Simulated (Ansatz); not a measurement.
CH4S2, SMILES `SCS` (H–S–C–S torsion -70°, S–C–S–H torsion 70°) (charge 0, multiplicity 1).

These are frozen-core CCSDT(Q)/6-31g // PBE0-D3(BJ)/def2-TZVP run with Ansatz (a program for electronic structure) values and carry that method's errors.

Ansatz 0.2 input:
```yaml
crystal:
  periodic: [false, false, false]
  atoms:
    - { symbol: S, position_ang: [-0.892478, 1.296802, -0.36243] }
    - { symbol: C, position_ang: [-0.45913, -0.366305, 0.191935] }
    - { symbol: S, position_ang: [1.014083, -1.12834, -0.522192] }
    - { symbol: H, position_ang: [0.134694, 1.925825, 0.229792] }
    - { symbol: H, position_ang: [-0.413046, -0.401659, 1.278581] }
    - { symbol: H, position_ang: [-1.29019, -0.998959, -0.122198] }
    - { symbol: H, position_ang: [1.90607, -0.327364, 0.081359] }
basis:
  gaussian: { orbitals: "6-31g" }
correlation:
  method: ccsdt_q
```

Output:

```
Functional definition: HF
972 factors; integrals over basis functions are off by at most 1.9e-7 eV
mean field evaluation 1: about -22723.3434 eV, gradient 1.6e1 eV
mean field evaluation 2: about -22723.3439 eV, gradient 1.6e1 eV
mean field evaluation 4: about -22724.3967 eV, gradient 1.6e0 eV
mean field evaluation 8: about -22724.4071 eV, gradient 9.5e-3 eV
mean field evaluation 16: about -22724.4059 eV, gradient 3.7e-1 eV
mean field -22724.40706922 eV, -835.1065566377 hartree, gradient 2.5e-6 eV, S^2 0.000000; 0 other end points of the search recorded, 0 dependent functions left out
11 core orbitals not correlated
reference -22724.40706922 eV, -835.1065566377 hartree; 10, 10 occupied and 22, 22 virtual orbitals, 972 factors
second order -5.47544483 eV of doubles, -0.00000000 eV of singles
cycle   1  -6.07223164 eV  change   -6.0e-1 eV  update   7.5e-2
cycle   2  -6.43842739 eV  change   -3.7e-1 eV  update   2.9e-2
cycle   3  -6.53394327 eV  change   -9.6e-2 eV  update   1.2e-2
cycle   4  -6.53303036 eV  change    9.1e-4 eV  update   2.9e-3
cycle   5  -6.53316662 eV  change   -1.4e-4 eV  update   1.2e-3
cycle   6  -6.53317979 eV  change   -1.3e-5 eV  update   3.9e-4
cycle   7  -6.53316904 eV  change    1.1e-5 eV  update   1.4e-4
cycle   8  -6.53319620 eV  change   -2.7e-5 eV  update   4.5e-5
cycle   9  -6.53320507 eV  change   -8.9e-6 eV  update   1.6e-5
cycle  10  -6.53319827 eV  change    6.8e-6 eV  update   6.4e-6
cycle  11  -6.53319444 eV  change    3.8e-6 eV  update   2.7e-6
cycle  12  -6.53319512 eV  change   -6.8e-7 eV  update   8.9e-7
perturbative correction -0.00838987 eV, -0.0003083220 hartree
Total energy: -22730.94865421 eV, -835.3469554519 hartree
```
